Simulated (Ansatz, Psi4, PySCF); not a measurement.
Species: 1,1,1-trifluoroethane, C2H3F3 (charge 0, singlet). SMILES: CC(F)(F)F
Structure (B3LYP-D3(BJ)/def2-TZVP (Ansatz, a first-principles code) minimum search):
```xyz
8

C     -1.4757    -0.0186     0.0562
C      0.0246     0.0003    -0.0009
F      0.5756    -0.1412     1.2237
F      0.5104    -0.9973    -0.7704
F      0.4930     1.1584    -0.5135
H     -1.8076    -0.9670     0.4743
H     -1.8219     0.7996     0.6848
H     -1.8753     0.0980    -0.9493
```
Charge 0, spin multiplicity 1.

Property: atomisation energy, in kcal/mol. Set-up: 6-311+G** with 5d; no spin-orbit coupling; non-relativistic; open shells spin-unrestricted; LANL2DZ all-electron up to Ne; six Cartesian d functions in 6-31G* and its kin unless marked 5d; frozen cores in correlated levels; atomisation electronic, to ground-state atoms; no dispersion term unless named. CBS(X,Y): correlation extrapolated as X^-3; Hartree-Fock from the larger set (for Q and 5 zeta extrapolated as (X+1)exp(-9√X)). Ab initio and DFT rows: single points at B3LYP-D3(BJ) geometries (Ansatz).

Coupled cluster (Ansatz) is a level with limits of its own, used here on species with T1 under 0.025 (0.045 for open shells) and stable references: CCSD(T)/CBS(cc-pVQZ,cc-pV5Z).

Value to compare with, CCSD(T)/CBS(cc-pVQZ,cc-pV5Z) (Ansatz): 759.9 kcal/mol.

| level | program | atomisation energy (kcal/mol) | difference |
|---|---|---|---|
| PBE/3-21G | Ansatz | 783.6 | 23.7 |
| B3LYP/3-21G | Ansatz | 742.3 | -17.6 |
| B3LYP/6-31G | Ansatz | 712.7 | -47.2 |
| B3LYP/6-31G* | Ansatz | 762.3 | 2.4 |
| wB97X-D/6-31G* | Psi4 | 766.0 | 6.1 |
| wB97X-D/6-311+G** | Psi4 | 749.6 | -10.3 |
| MP2/STO-3G | Ansatz | 662.4 | -97.5 |
| MP2/LANL2DZ | Ansatz | 614.4 | -145.5 |
| MP2/6-311+G** | Ansatz | 733.3 | -26.6 |
| B3PW91/6-31G* (5d) | PySCF | 766.9 | 7.0 |
| B3LYP/def2-TZVPD | Ansatz | 751.6 | -8.3 |
| B3LYP-D3(BJ)/def2-TZVPD | Ansatz + dftd3 | 755.7 | -4.2 |

Among the 10 habitual levels, MP2/LANL2DZ lies farthest from CCSD(T)/CBS(cc-pVQZ,cc-pV5Z) (Ansatz) (-145.5 kcal/mol) and B3LYP/6-31G* nearest (2.4); 4 of 10 lie above it, and their mean absolute difference is 38.4 kcal/mol, the median 20.6. One case shows no general order.

The levels are drawn from those run, B3LYP/6-31G* more often than the rest, none by its result; left out are runs that failed, that the program found above a lower state of the same kind, or whose <S^2> lies over 0.5 above the pure value.
